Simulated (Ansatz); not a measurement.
System: CH$_{5}$BNO$_{2}$ (charge 0, doublet). It need not be the lowest isomer of its formula. 
Coordinates optimised at B3LYP-D3(BJ)/def2-TZVP (Ansatz, a quantum-chemistry and plane-wave program):
```
N
C 1 1.4236
H 2 1.0915 1 112.00
H 2 1.0997 3 109.63 1 -123.79
H 2 1.1017 3 108.06 4 -114.32
B 1 1.4448 2 121.05 3 -167.36
O 6 1.3681 1 119.89 2 51.51
H 7 0.9635 6 112.61 1 171.95
O 6 1.3732 7 119.39 8 -5.15
H 9 0.9625 6 112.52 7 174.75
```
Charge 0, spin multiplicity 2.

Dipole moments at this geometry, in debye (magnitudes).

```
level                program  dipole (D)
-------------------  -------  ----------
PBE0/def2-TZVPD       Ansatz        1.10
BHLYP/def2-TZVPD      Ansatz  (withheld)
r2SCAN0/def2-TZVPD    Ansatz        1.11
HSE06/def2-TZVPD      Ansatz        1.10
LC-wPBE/def2-TZVPD    Ansatz        1.14
CCSD(T)/aug-cc-pVDZ   Ansatz  (withheld)
```

### Question
Fill in the missing entries.

### Answer

- BHLYP/def2-TZVPD, dipole (D): 1.11
- CCSD(T)/aug-cc-pVDZ, dipole (D): 1.10
